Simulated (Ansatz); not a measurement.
Reaction (ligand exchange at the Si–N bond): `[NH2][GeH2][NH][SiH](N)F` + PH₃ → `N[SiH](F)P` + `[NH2][GeH2][NH2]`

Program: Ansatz. Geometries: PBE0-D4/def2-TZVP. ΔE: electronic, gas phase. CBS: MP2 limit from def2 TZ/QZ plus the TZ coupled-cluster correction, frozen cores. This one scheme is used for every species. DFT in def2-TZVPP. B3LYP here is the variant with VWN-RPA as its local correlation; programs differ in this. For Ge outer-core shells are correlated without core-valence functions, which leaves a few kJ/mol of doubt a bond. Scalar relativity is left out up to krypton. Each species was taken in one conformer, which may not be the lowest.

```
             level  ΔE (kJ/mol)  difference from CCSD(T)/CBS
            PBE-D4         56.8                        -15.3
         r2SCAN-D4         66.8                         -5.3
           PBE0-D4         62.7                         -9.4
          B3LYP-D4         73.1                          1.0
           ωB97X-V         70.1                         -2.0
           ωB97M-V         74.0                          1.9
            B2PLYP         70.6                         -1.5
               PBE         51.3                        -20.8
            r2SCAN         64.9                         -7.2
              PBE0         57.7                        -14.4
             B3LYP         64.7                         -7.4
     HF/def2-TZVPP         78.0                          5.9
    MP2/def2-TZVPP         77.2                          5.1
SCS-MP2/def2-TZVPP         77.9                          5.8
   CCSD/def2-TZVPP         77.3                          5.2
CCSD(T)/def2-TZVPP         76.6                          4.5
     HF/def2-QZVPP         78.1                          6.0
    MP2/def2-QZVPP         74.6                          2.5
SCS-MP2/def2-QZVPP         75.2                          3.1
      HF/CBS(def2)         78.1                          6.0
     MP2/CBS(def2)         72.7                          0.6
    CCSD/CBS(def2)         72.8                          0.7
       CCSD(T)/CBS         72.1                            0
```

Largest T1 diagnostic among the species: 0.013.

The D4 term adds +8.5 kJ/mol with B3LYP and +5.0 kJ/mol with PBE0; it sums over pairs of atoms, weighted by their polarisabilities, and B3LYP, whose exchange is more repulsive, gets the larger term. From PBE to PBE0 (25 % exact exchange), in def2-TZVPP and without D4, ΔE moves by +6.4 kJ/mol.
